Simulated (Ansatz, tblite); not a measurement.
Forces on In₃P₂Cl₃ at its PBE-D4/def2-SVP geometry. Charge 0, multiplicity 1.

In the def2 sets In takes a core potential; there is no spin–orbit coupling. The xTB rows come from tblite. The restricted singlet is unstable towards broken spin symmetry in Hartree–Fock (as tested in another run); at PBE-D4/def2-TZVP this wasn't settled. Another isomer (singlet) lies 0.11 eV lower at PBE0-D4/def2-TZVP; other spin states weren't run for this one.

GFN1-xTB (tblite), largest force 1.58 eV/Å:

```xyz
8
positions Å, forces eV/Å
In   -1.141   -1.469    1.697   -0.140    0.260   -0.176
In   -1.090    0.237   -2.272   -0.102    0.068    0.321
In    2.514   -0.927   -0.359   -0.223    0.024   -0.009
P    -2.228    1.203    0.488    1.560    0.200    0.100
P    -0.463    1.963    0.817   -1.108   -0.838   -0.411
Cl    1.285   -0.294    2.079   -0.017    0.139   -0.131
Cl   -0.202   -2.037   -0.891    0.113    0.162    0.072
Cl    1.323    1.323   -1.560   -0.082   -0.015    0.234
```

GFN2-xTB (tblite), largest force 0.72 eV/Å:

```
In 0.157 0.007 0.161
In 0.174 0.121 -0.082
In 0.080 0.164 0.072
P 0.602 0.295 0.121
P -0.684 -0.211 -0.080
Cl -0.151 -0.215 -0.196
Cl -0.025 0.140 0.054
Cl -0.152 -0.301 -0.051
```

PBE-D4/def2-TZVP (Ansatz), largest force 0.43 eV/Å:

```
In 0.022 0.063 -0.027
In 0.024 0.027 0.067
In 0.024 0.000 0.000
P 0.347 0.124 0.052
P -0.386 -0.173 -0.074
Cl -0.005 -0.027 0.002
Cl -0.018 0.007 0.003
Cl -0.007 -0.021 -0.023
```
